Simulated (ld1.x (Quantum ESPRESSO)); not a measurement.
**hydrogen: one change to a PAW potential, before and after**

ld1.x (Quantum ESPRESSO) 7.5 input, shortened:

```
&input
   title='H', zed=1., rel=1, dft='PZ', iswitch=3,
   config='1s1 2p-2'
 /
 &inputp
   pseudotype=3, lpaw=.true., tm=.true., lloc=-1, rcloc=1.55,
   nlcc=.false.,
   which_augfun='BESSEL', rmatch_augfun=1.05
 /
4
1S  1  0   1.00   0.00  1.05  1.45  0.0
1S  1  0   0.00   3.90  1.05  1.45  0.0
2P  2  1  -2.00   0.35  1.35  1.60  0.0
2P  2  1  -2.00   0.95  1.35  1.60  0.0
 &test
   configts(1)='1s1'
 /
```

Change: all radii scaled by about 1.17 (s 1.70, p 1.86 bohr, rcut 1.22/1.58); local potential all-electron potential smoothed inside 1.80 bohr (lloc = -1); augmentation BESSEL, radius 1.22 bohr.

Cutoffs: the cutoffs (Ry, on a coarse ladder) from which the occupation-weighted sum of valence levels, in a spherical-Bessel basis at the reference potential, stays within 10 and 1 mRy of its value at 400 Ry; they do not see the model core or the augmentation charge, which bear on the density cutoff. Errors are all-electron minus pseudo energies relative to the spin-unpolarised reference configuration.

Question: What does the change do?

Answer: The potential gets softer (10 Ry and 18 Ry → 8 Ry and 15 Ry); the errors of the 3 common tests hardly move; neither file shows a bound ghost. A larger radius leaves more room for a smooth pseudo-wave, so fewer plane waves are needed.

```tsv
quantity	base	changed
cutoff, loose	10 Ry	8 Ry
cutoff, tight	18 Ry	15 Ry
bound ghosts	none	none
error for 1s0.5, meV [ΔE 4.64 eV]	0.0	+0.1
error for 1s1 (spin-polarised), meV [ΔE -0.90 eV]	0.0	0.0
error for 1s0.5 (spin-polarised), meV [ΔE 4.26 eV]	0.0	+0.1
lowest overlap eigenvalue by channel	s 0.60, p 0.99	s 0.51, p 0.99
```
